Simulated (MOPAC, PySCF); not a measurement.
Relaxed torsion scan: H6ClNSi2, SMILES N[SiH2][SiH2]Cl. Scanned: dihedral N1–Si2–Si3–Cl4; all other coordinates were relaxed at B3LYP-D3(BJ)/def2-SVP. Points at φ and −φ are mirror images. Heavy atoms are numbered in the order of the SMILES N[SiH2][SiH2]Cl, hydrogens after them in the order of the atoms that carry them; the mirror image has the same energies with the sign of each dihedral reversed.

Computed with: PM7, restricted, heats of formation // B3LYP-D3(BJ)/def2-SVP (MOPAC); RHF/3-21G = PySCF 2.14.0 with restricted Hartree-Fock/3-21G // B3LYP-D3(BJ)/def2-SVP; RKS-BP86/6-31G* = restricted BP86/6-31G*, spherical d // B3LYP-D3(BJ)/def2-SVP (PySCF).

Energies in kcal/mol, each method relative to its own lowest point.

```tsv
φ / °	PM7	RHF/3-21G	RKS-BP86/6-31G*
-150	0.8	1.9	0.2
-120	1.6	2.7	0.8
-90	0.7	2.5	0.5
-60	0.2	1.7	0.1
-30	1.3	0.9	0.2
0	2.9	0.0	1.0
30	1.3	0.9	0.2
60	0.2	1.7	0.1
90	0.7	2.5	0.5
120	1.6	2.7	0.8
150	0.8	1.9	0.2
180	0.0	1.7	0.0
```
